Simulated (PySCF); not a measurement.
C2H9FOSi2. Atoms are numbered in the order given.

```xyz
15

O     -2.6384    -0.5603    -0.9935
C     -1.4506     0.2107    -0.8510
Si    -0.2251    -0.6766     0.2762
F     -1.1488    -1.1024     1.5695
C      1.1810     0.4116     0.8452
Si     2.2432     1.1523    -0.5330
H     -2.9611    -0.7638    -0.1045
H     -1.0236     0.3462    -1.8596
H     -1.6538     1.2359    -0.4721
H      0.2683    -1.9435    -0.3246
H      0.7621     1.2421     1.4410
H      1.8370    -0.1679     1.5183
H      2.8120     0.0679    -1.3855
H      1.4073     2.0377    -1.3962
H      3.3627     1.9551     0.0370
```

The structure is a stationary point at B3LYP-D3(BJ)/def2-SVP. The structure was generated by enumeration; whether it is a known compound was not checked. Other conformers were not sampled.

Method: PySCF with TDA-PBE/def2-SVPD.

Vertical excitations. 

| state | energy (eV) | λ (nm) | f | main pairs |
|---|---|---|---|---|
| S1 | 5.35 | 232 | 0.018 | HOMO→LUMO 99 % |
| S2 | 5.65 | 220 | 0.000 | HOMO→LUMO+1 99 % |
| S3 | 6.12 | 203 | 0.002 | HOMO→LUMO+2 99 % |
| S4 | 6.31 | 196 | 0.003 | HOMO→LUMO+3 99 % |
| S5 | 6.47 | 192 | 0.004 | HOMO→LUMO+4 99 % |
| S6 | 6.81 | 182 | 0.017 | HOMO→LUMO+5 73 %, HOMO−1→LUMO 26 % |
| T1 | 5.08 | 244 | 0 | HOMO→LUMO 99 % |
| T2 | 5.59 | 222 | 0 | HOMO→LUMO+1 100 % |
Triplets are in the Tamm–Dancoff approximation.
